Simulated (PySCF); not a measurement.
Stretching RhBr

Set-up: PySCF, scalar-relativistic core potentials, basis sets Rh def2-TZVPP with ECP28, Br def2-TZVPP. Energies in eV from Rh (4d8 5s1) + Br in their ground configurations at the same level. State: ³Δ (triplet), unpaired electrons σ ↑, δ ↑.

All columns are M06-2X. A positive dipole means Rh(−)Br(+).

```json
{"R (Å)": "2.055", "E (eV)": "-2.087", "μ (D)": "-3.90", "Mulliken charge on Rh (basis-dependent)": "0.39", "HOMO (eV)": "-7.55", "LUMO (eV)": "-3.17", "Mayer bond order": "1.29", "⟨S²⟩": "2.00"}
{"R (Å)": "2.151", "E (eV)": "-2.675", "μ (D)": "-4.28", "Mulliken charge on Rh (basis-dependent)": "0.40", "HOMO (eV)": "-7.67", "LUMO (eV)": "-3.16", "Mayer bond order": "1.19", "⟨S²⟩": "2.01"}
{"R (Å)": "2.247", "E (eV)": "-3.008", "μ (D)": "-4.69", "Mulliken charge on Rh (basis-dependent)": "0.41", "HOMO (eV)": "-7.79", "LUMO (eV)": "-3.17", "Mayer bond order": "1.10", "⟨S²⟩": "2.01"}
{"R (Å)": "2.318", "E (eV)": "-3.141", "μ (D)": "-5.01", "Mulliken charge on Rh (basis-dependent)": "0.43", "HOMO (eV)": "-7.86", "LUMO (eV)": "-3.18", "Mayer bond order": "1.04", "⟨S²⟩": "2.01"}
{"R (Å)": "2.390", "E (eV)": "-3.201", "μ (D)": "-5.33", "Mulliken charge on Rh (basis-dependent)": "0.44", "HOMO (eV)": "-7.92", "LUMO (eV)": "-3.21", "Mayer bond order": "1.00", "⟨S²⟩": "2.01"}
{"R (Å)": "2.462", "E (eV)": "-3.206", "μ (D)": "-5.65", "Mulliken charge on Rh (basis-dependent)": "0.45", "HOMO (eV)": "-7.95", "LUMO (eV)": "-3.24", "Mayer bond order": "0.96", "⟨S²⟩": "2.01"}
{"R (Å)": "2.557", "E (eV)": "-3.147", "μ (D)": "-6.08", "Mulliken charge on Rh (basis-dependent)": "0.47", "HOMO (eV)": "-7.97", "LUMO (eV)": "-3.30", "Mayer bond order": "0.91", "⟨S²⟩": "2.00"}
{"R (Å)": "2.677", "E (eV)": "-3.001", "μ (D)": "-6.61", "Mulliken charge on Rh (basis-dependent)": "0.48", "HOMO (eV)": "-7.95", "LUMO (eV)": "-3.39", "Mayer bond order": "0.87", "⟨S²⟩": "2.00"}
{"R (Å)": "2.820", "E (eV)": "-2.761", "μ (D)": "-7.23", "Mulliken charge on Rh (basis-dependent)": "0.50", "HOMO (eV)": "-7.87", "LUMO (eV)": "-3.50", "Mayer bond order": "0.83", "⟨S²⟩": "2.00"}
{"R (Å)": "3.011", "E (eV)": "-2.389", "μ (D)": "-8.05", "Mulliken charge on Rh (basis-dependent)": "0.52", "HOMO (eV)": "-7.73", "LUMO (eV)": "-3.66", "Mayer bond order": "0.78", "⟨S²⟩": "2.00"}
```

A fit through these points gives, at Re = 2.432 Å, μ = -5.52 D and dμ/dR = -4.48 D/Å; the reduced mass is 44.66 u.

Problem. How strong is the fundamental in the double-harmonic approximation, I = 42.26·(dμ/dR)²/μred km/mol?

Solution. I = 42.26·(-4.48)²/44.66 = 19.0 km/mol at M06-2X.

The metal atom is held in its measured ground configuration; semilocal functionals can put another filling of s and d lower by some tenths of an eV, and De to that atom would be smaller. Spin–orbit coupling is left out, which matters for elements this heavy, above all for dissociation energies. With d or f electrons several states lie close, and the lowest PBE0 determinant need not be the measured ground state.
